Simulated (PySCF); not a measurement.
# `CCB(Br)NC`, C₃H₉BBrN

Geometry (Å), atoms numbered from 1 in this order:
```xyz
15

C    -2.429   -0.029    0.208
C    -1.242   -0.379   -0.698
B     0.117    0.350   -0.301
Br    0.109    2.219    0.056
N     1.311   -0.343   -0.235
C     2.646    0.135    0.064
H    -3.333   -0.531   -0.132
H    -2.613    1.044    0.205
H    -2.232   -0.338    1.234
H    -1.510   -0.096   -1.722
H    -1.116   -1.466   -0.707
H     1.305   -1.334   -0.428
H     3.055   -0.396    0.927
H     2.619    1.199    0.288
H     3.308   -0.026   -0.791
```

Computed, not measured: GIAO PBE0/pcSseg-1 magnetisability, rotational g tensor and spin-rotation constants, non-relativistic, gas phase in PySCF 2.14.0. Geometry: GFN2-xTB.

The calculation is non-relativistic, which matters for the atoms heavier than Zn.

Give the nuclear spin-rotation constants along the inertial axes (H = +C I·J) beside the isotropic shieldings.

Rotational constants 2.2762, 1.8987, 1.0878 GHz. A star marks the isotopologue with that one atom substituted, in its own axes.
| atom | isotope | Caa (kHz) | Cbb (kHz) | Ccc (kHz) | mean (kHz) | σ (ppm) |
| --- | --- | --- | --- | --- | --- | --- |
| B3 | 11B | 0.676 | 0.671 | 0.210 | 0.519 | 58.9 |
| Br4 | 79Br | 3.205 | 1.497 | 0.404 | 1.702 | 2562.6 |
| N5 | 14N | 0.214 | 0.173 | 0.056 | 0.148 | 146.2 |
| H7 | 1H | 0.009 | -0.184 | -0.110 | -0.095 | 30.6 |
| H8 | 1H | -0.236 | 0.045 | -0.115 | -0.102 | 30.1 |
| H9 | 1H | -0.238 | -0.209 | 0.015 | -0.144 | 31.0 |
| H10 | 1H | -0.220 | -0.215 | 0.012 | -0.141 | 30.6 |
| H11 | 1H | -0.244 | 0.043 | -0.129 | -0.110 | 30.9 |
| H12 | 1H | -0.247 | 0.098 | -0.127 | -0.092 | 27.6 |
| H13 | 1H | -0.224 | -0.132 | -0.005 | -0.121 | 28.9 |
| H14 | 1H | -0.205 | 0.080 | -0.112 | -0.079 | 27.7 |
| H15 | 1H | -0.159 | -0.154 | -0.024 | -0.112 | 28.9 |
| C1 | 13C* | 0.304 | 0.249 | 0.147 | 0.233 | 174.0 |
| C2 | 13C* | 0.330 | 0.272 | 0.158 | 0.253 | 167.1 |
| C6 | 13C* | 0.302 | 0.359 | 0.182 | 0.281 | 153.2 |

For the geometry as given, no vibrational averaging.

How do the rotational constants and the g tensor change when H7, H8, H9, H10, H11, H12, H13, H14, H15 are replaced by deuterium?

Constants 2.0154, 1.5379, 0.9309 GHz; g 0.0002, -0.0074, 0.0028, against 0.0008, -0.0094, 0.0034 before.
